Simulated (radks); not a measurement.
Charge is removed step by step from the 6p1/2 level of Tl, starting from [Hg] 6p(1/2: 1, 3/2: 0). Calculated with a radial shooting solver on a logarithmic mesh with Libxc functionals: Dirac Kohn-Sham, PBE, spin-unpolarised, spherical densities, point nucleus.

[
 {"removed (e)": "0", "E - E(0) (eV)": "0.000", "eigenvalue (eV)": "-2.839", "E minus straight line (eV)": "0.000"},
 {"removed (e)": "0.1", "E - E(0) (eV)": "0.313", "eigenvalue (eV)": "-3.417", "E minus straight line (eV)": "-0.282"},
 {"removed (e)": "0.2", "E - E(0) (eV)": "0.684", "eigenvalue (eV)": "-4.013", "E minus straight line (eV)": "-0.506"},
 {"removed (e)": "0.3", "E - E(0) (eV)": "1.116", "eigenvalue (eV)": "-4.626", "E minus straight line (eV)": "-0.669"},
 {"removed (e)": "0.4", "E - E(0) (eV)": "1.610", "eigenvalue (eV)": "-5.253", "E minus straight line (eV)": "-0.770"},
 {"removed (e)": "0.5", "E - E(0) (eV)": "2.167", "eigenvalue (eV)": "-5.894", "E minus straight line (eV)": "-0.807"},
 {"removed (e)": "0.6", "E - E(0) (eV)": "2.789", "eigenvalue (eV)": "-6.548", "E minus straight line (eV)": "-0.780"},
 {"removed (e)": "0.7", "E - E(0) (eV)": "3.477", "eigenvalue (eV)": "-7.214", "E minus straight line (eV)": "-0.687"},
 {"removed (e)": "0.8", "E - E(0) (eV)": "4.232", "eigenvalue (eV)": "-7.892", "E minus straight line (eV)": "-0.527"},
 {"removed (e)": "0.9", "E - E(0) (eV)": "5.056", "eigenvalue (eV)": "-8.580", "E minus straight line (eV)": "-0.298"},
 {"removed (e)": "1", "E - E(0) (eV)": "5.948", "eigenvalue (eV)": "-9.278", "E minus straight line (eV)": "0.000"}
]

Removing the whole electron costs 5.948 eV by Delta-SCF, against 2.839 eV from minus the eigenvalue at the starting occupation. Slater's transition state (half an electron removed) gives 5.894 eV. Integrating minus the eigenvalue over the occupation (Janak's theorem) gives 5.948 eV. The mean slope of the eigenvalue, de/dn, is 6.44 eV per electron. Ionisation energy of Tl in the NIST Atomic Spectra Database: 6.108 eV (measured).

Beside tabulated values, note that spin-unpolarised runs miss the spin-polarisation part of the exchange energy of open shells.
